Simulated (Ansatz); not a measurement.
Geometry optimisation, Ansatz 0.2.0, UKS CAM-B3LYP/def2-mTZVP.

Input file:

```yaml
crystal:
  periodic: [false, false, false]
  atoms:
    - { symbol: "N", position_ang: [-1.40863, 0.19468, -0.66607] }
    - { symbol: In, position_ang: [0.4783, 0.36437, 0.06721] }
    - { symbol: F, position_ang: [1.00869, -1.34313, 0.89624] }
    - { symbol: H, position_ang: [-1.78346, -0.73522, -0.47381] }
    - { symbol: H, position_ang: [-1.45703, 1.16121, -1.04697] }
magnetization:
  spin_polarized: true
  initial_magnetization: 1
basis:
  gaussian: { orbitals: def2-mTZVP }
hamiltonian:
  xc: cam_b3lyp
relax:
  f_tol: 0.02
  max_steps: 50
```

Launched with:

```bash
$ ansatz run input.yaml --threads 2 --pin off --max-ram 3072MiB --backend cpu --events-out ev --progress --plain --runs-dir out
```

Q: Where does it end, and by what steps?

A: The run converged. After 9 steps the energy has fallen by 1.019 eV; H4 moved furthest, 0.30 Å.

| step | energy less start (eV) | largest force component (eV/Å) | accepted |
| --- | --- | --- | --- |
| 0 | 0.0000 | 2.294 | yes |
| 1 | -0.5407 | 2.348 | yes |
| 2 | -0.8454 | 1.770 | yes |
| 3 | -0.9335 | 0.750 | yes |
| 4 | -1.0053 | 0.415 | yes |
| 5 | -1.0166 | 0.131 | yes |
| 6 | -1.0166 | 0.131 | yes |
| 7 | -1.0169 | 0.136 | yes |
| 8 | -1.0185 | 0.039 | yes |
| 9 | -1.0186 | 0.006 | yes |

```xyz
5
Properties=species:S:1:pos:R:3
N -1.430 0.329 -0.409
In 0.614 0.261 0.011
F 1.100 -1.385 1.017
H -1.768 -0.578 -0.726
H -1.679 1.015 -1.116
```

Time of the run: 22 s on 2 threads of AMD EPYC 7R13 Processor (Zen 3) (shared host), peak memory 0.25 GiB.
